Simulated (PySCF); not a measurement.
C₄H₁₁NSi₂.
Numbering: `[CH2:1]=[CH:2]/[CH:3]=[CH:4]\[N:5]([SiH3:6])[SiH3:7]` (hydrogens: H8, H9 on C1; H10 on C2; H11 on C3; H12 on C4; H13, H14, H15 on Si6; H16, H17, H18 on Si7)

Torsions of this conformer, `[CH2:1]=[CH:2]/[CH:3]=[CH:4]\[N:5]([SiH3:6])[SiH3:7]`: C1–C2–C3–C4 175°, C3–C4–N5–Si6 144°.

The closed-shell ground state was solved at several levels (PySCF, density fitting, gas phase, non-relativistic). Geometry: PBE0-D3(BJ)/def2-SVP, one conformer, isolated molecule.

```
              level  basis functions  total energy (Eh)  HOMO (eV)  LUMO (eV)  gap (eV)  dipole (D)
      PBE0/pcSseg-1              188          -792.2071      -6.08      -0.82      5.26        0.62
CAM-B3LYP/def2-SVPD              236          -792.3258      -7.28       0.16      7.44        0.58
```

(1) Estimate the row for wB97X-D/pcSseg-1, a basis of 188 functions; the other rows only guide the guess.

(2) Over all these levels, which gives the widest orbital gap and which the narrowest?

(3) How far do the dipole and the HOMO energy spread over the levels?

## Answers

(1) Total energy -792.6325 Eh, HOMO -7.80 eV, LUMO 0.89 eV, gap 8.69 eV, dipole 0.59 D.

(2) wB97X-D/pcSseg-1 (range-separated hybrid) has the widest, 8.69 eV, and PBE0/pcSseg-1 (global hybrid, 25 % exact exchange) the narrowest, 5.26 eV. The two share the basis. From the narrowest to the widest the HOMO moves by -1.72 eV and the LUMO by +1.71 eV.

(3) The dipole runs from 0.58 to 0.62 D (mean 0.59 D) and the HOMO from -7.80 to -6.08 eV.

wB97X-D is run here without its empirical dispersion term; that term would change no orbital, density or response property at a fixed geometry.
